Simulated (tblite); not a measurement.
BaCl2, charge +1, doublet, at a GFN2-xTB geometry (such geometries of metal compounds can be far from the true shape) (a state made from the parent by changing its charge; the spin is typed, not shown lowest); GFN1-xTB (tblite).

Here is a job for tblite.
```
$ tblite run mol.xyz --method gfn1 --charge 1 --spin 1 --guess eeq --json tblite.json --no-restart

# file mol.xyz
3

Ba     0.44228430     0.52411127     0.57675849
Cl     0.23375230    -0.64466575    -1.88645350
Cl    -1.69068882    -1.08181843    -0.01345681
```

The log (banner, timings and long lists left out):

```
xTB calculator
 | screened Coulomb repulsion
 | Coulomb electrostatics
 |  * isotropic Klopman-Ohno-Mataga-Nishimoto electrostatics
 |  * onsite third-order electrostatics
 | DFT-D3(BJ) dispersion correction

halogen bonding energy    0.0000000000000E+00 Eh
repulsion energy          6.0084921371737E-03 Eh
dispersion energy        -9.2148998311886E-04 Eh
number of electrons       1.5000000000000E+01 e
integral cutoff           4.0000000000000E+01 bohr

------------------------------------------------------------
  cycle        total energy    energy error   density error
------------------------------------------------------------
      1     -8.332347760040  -8.3374348E+00   4.9485277E-01
      2     -8.507474729621  -1.7512697E-01   3.6106131E-01
      3     -8.611415329115  -1.0394060E-01   1.9776024E-01
      4     -7.552814523126   1.0586008E+00   1.3010796E+00
      5     -8.423056789568  -8.7024227E-01   4.0116541E-01
      6     -8.559784503739  -1.3672771E-01   2.5342479E-01
      7     -8.638657987059  -7.8873483E-02   7.0500200E-02
      8     -8.643348854996  -4.6908679E-03   4.3029487E-02
      9     -8.643608149212  -2.5929422E-04   4.0700269E-02
     10     -8.645321566118  -1.7134169E-03   2.2092467E-02
     11     -8.645442683559  -1.2111744E-04   1.9733338E-02
     12     -8.645983398519  -5.4071496E-04   2.9025891E-03
     13     -8.645991186049  -7.7875296E-06   9.5689910E-04
     14     -8.645992521455  -1.3354060E-06   4.7275751E-05
     15     -8.645992518923   2.5322677E-09   5.2853100E-05
     16     -8.645992523166  -4.2434678E-09   7.0660915E-07
------------------------------------------------------------

electronic energy        -8.6510795253201E+00 Eh
total energy             -8.6459925231660E+00 Eh

Post processing:
 | Mayer-Wiberg bond orders

[Info] JSON dump of results written to 'tblite.json'
```
